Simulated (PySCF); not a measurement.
**Broadened absorption spectrum of C7H8FNSi**

C7H8FNSi.
SMILES: `CC#Cc1ccn([SiH3])c1F`

The calculation used TDDFT CAM-B3LYP/def2-SVPD, vertical, gas phase, core orbitals frozen in the response in PySCF. Isolated species at its PBE0-D3(BJ)/def2-SVP geometry, gas phase.

Computed states:

```tsv
state	E (eV)	f
S1	5.55	0.0020
S2	5.59	0.269
S3	5.82	0.0006
S4	6.04	0.025
S5	6.06	0.0002
S6	6.14	0.0002
S7	6.30	0.0086
S8	6.38	0.208
S9	6.50	0.015
S10	6.55	0.0003
```

Each state is given a Gaussian of 0.5 eV full width at half maximum, with ε(max) = 2.175×10⁸ f / Δν̃ (Δν̃ the width in cm⁻¹). The cross-section is σ = 3.8235×10⁻²¹ ε cm², given in Mb (10⁻¹⁸ cm²). The width is an assumption, not a result. The curve ends short of the highest state used, and states not computed would add to its high-energy end.

(1) Give the broadened spectrum and its maxima.

(2) On this curve, what absorbance would a 10⁻⁵ mol/L sample give at 222 nm over a 1 cm path?

(3) Coming from long wavelengths, where does ε first pass 100 L mol⁻¹ cm⁻¹?

Results:

(1) 
λ (nm), σ (Mb) and a bar:
```
    208.4      24.86 #############
    209.3      26.17 ##############
    210.2      28.00 ###############
    211.2      30.57 ################
    212.1      33.28 ##################
    213.0      36.25 ###################
    213.9      39.38 #####################
    214.8      42.55 #######################
    215.7      45.64 ########################
    216.6      48.52 ##########################
    217.5      51.10 ###########################
    218.4      53.27 ############################
    219.3      54.95 #############################
    220.2      56.07 ##############################
    221.1      56.60 ##############################
    222.0      56.53 ##############################
    222.9      55.85 ##############################
    223.8      54.60 #############################
    224.7      52.83 ############################
    225.6      50.59 ###########################
    226.6      47.65 #########################
    227.5      44.69 ########################
    228.4      41.50 ######################
    229.3      38.19 ####################
    230.2      34.81 ##################
    231.1      31.45 #################
    232.0      28.17 ###############
    232.9      25.01 #############
    233.8      22.02 ############
    234.7      19.23 ##########
    235.6      16.66 #########
    236.5      14.32 ########
    237.4      12.21 ######
    238.3      10.34 #####
    239.2       8.69 #####
    240.1       7.25 ####
    241.0       6.01 ###
    241.9       4.95 ###
    242.9       3.96 ##
    243.8       3.21 ##
    244.7       2.59 #
    245.6       2.08 #
    246.5       1.66 #
    247.4       1.32 #
    248.3       1.04 #
    249.2       0.81 
    250.1       0.63 
    251.0       0.49 
    251.9       0.38 
    252.8       0.29 
    253.7       0.22 
    254.6       0.17 
    255.5       0.13 
    256.4       0.10 
    257.3       0.07 
    258.3       0.05
```

Maxima: 221 nm (5.60 eV), ε about 15000, made up of S2 (98%) (ε in L mol⁻¹ cm⁻¹; maxima over ε = 5, shares over 10%).

(2) 222 nm is 5.585 eV, where ε is about 15000 L mol⁻¹ cm⁻¹, so A = ε c l ≈ 0.15 (Beer–Lambert, with the gas-phase spectrum and the assumed width).

(3) At about 252 nm (4.92 eV), 0.63 eV below S1.

All these states lie below the vertical ionisation energy of 7.76 eV (ΔSCF).
